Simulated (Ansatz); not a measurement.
`C#[C][GeH2][F]` + `O[SiH3]` → `[F][GeH2][O][SiH3]` + `C#C` at 500 K and 1 bar (ligand exchange at a Ge–C bond).

Program: Ansatz. Geometries: PBE0-D4/def2-TZVP. ΔE: electronic, gas phase. CCSD(T)/CBS adds triple-zeta CCSD(T) − MP2 to the extrapolated MP2 energy (def2 sets, frozen cores). This one scheme is used for every species. For Ge outer-core shells are correlated without core-valence functions, which leaves a few kJ/mol of doubt a bond. Scalar relativity is left out up to krypton. One conformer a species, not always the lowest.

| species | CCSD(T)/CBS energy (Eh) | H − E (kJ/mol) | S (J/(mol·K)) |
| --- | --- | --- | --- |
| `C#[C][GeH2][F]` | -2253.77838 | 133.8 | 362.5 |
| `O[SiH3]` | -366.69042 | 127.5 | 292.9 |
| `[F][GeH2][O][SiH3]` | -2543.25592 | 170.5 | 421.0 |
| `C#C` | -77.22717 | 90.7 | 225.3 |

H − E and S are ideal-gas, rigid-rotor, harmonic terms from PBE0-D4/def2-TZVP, for one conformer and one mirror image of each species. 1 Eh = 2625.50 kJ/mol, R = 8.31446 J/(mol·K).

Question: By hand: ΔE, ΔH, ΔS and ΔG.

Answer: ΔE = (-2543.25592) + (-77.22717) − (-2253.77838) − (-366.69042) = -0.01429 Eh = -37.5 kJ/mol. Δ(H − E) = 170.5 + 90.7 − 133.8 − 127.5 = -0.1, so ΔH = -37.6 kJ/mol. ΔS = 421.0 + 225.3 − 362.5 − 292.9 = -9.1 J/(mol·K). ΔG = -37.6 − 500 × (-9.1)/1000 = -33.1 kJ/mol.

Question: By hand: the equilibrium constant, and the temperature at which ΔG would vanish if ΔH and ΔS stayed fixed.

Answer: log₁₀ K = −ΔG/(RT ln 10) = 3.5. ΔG = 0 at ΔH/ΔS = 4132 K, far beyond where these terms or the molecules hold.

The number of gas molecules stays the same, so ΔS is small and ΔH decides. A doubt of 5 kJ/mol in ΔE shifts log₁₀ K by 0.5 here. Other conformers and mirror images would add mixing entropy, several J/(mol·K) or more a flexible species. Modes under 60 cm⁻¹, often nearly free rotors, make the harmonic entropy too high. These are equilibria of isolated gas molecules and say nothing of rates. Largest T1 diagnostic: 0.013 (customary marks: 0.02 for closed shells, 0.045 for open ones).
